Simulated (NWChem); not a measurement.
Species: C₂H₆BClS; SMILES CB(SC)Cl

```xyz
11

B      0.3074     0.3964     0.0000
Cl    -0.4023     2.0287     0.0000
C      1.8652     0.1897     0.0000
H      2.1855    -0.3983     0.8870
H      2.4197     1.1470     0.0000
H      2.1855    -0.3983    -0.8870
S     -0.9022    -0.9358     0.0000
C      0.1307    -2.4473     0.0000
H      0.7665    -2.4961    -0.9042
H     -0.5616    -3.3095     0.0000
H      0.7665    -2.4961     0.9042
```
Atoms are numbered in this order, from 1.

All runs: NWChem. Coordinates come from a PBE-D3(BJ)/def2-SVP optimisation.

**Question.** Taking PBE/pcseg-2 as the yardstick, which of these has the fewest basis functions while keeping “highest occupied level (eV)” within 0.1 eV of it: PBE/def2-SVP; PBE/aug-pcseg-1; PBE/STO-3G; PBE/pcseg-1?

**Answer.** PBE/pcseg-1.
```tsv
level	basis functions	highest occupied level (eV)	relative time (rough)
PBE/STO-3G	39	-3.78	1
PBE/pcseg-1	108	-6.40	4
PBE/def2-SVP	108	-6.15	3
PBE/aug-pcseg-1	177	-6.37	9
PBE/pcseg-2	242	-6.34	20
```

The yardstick is one finite set, not the basis-set limit.
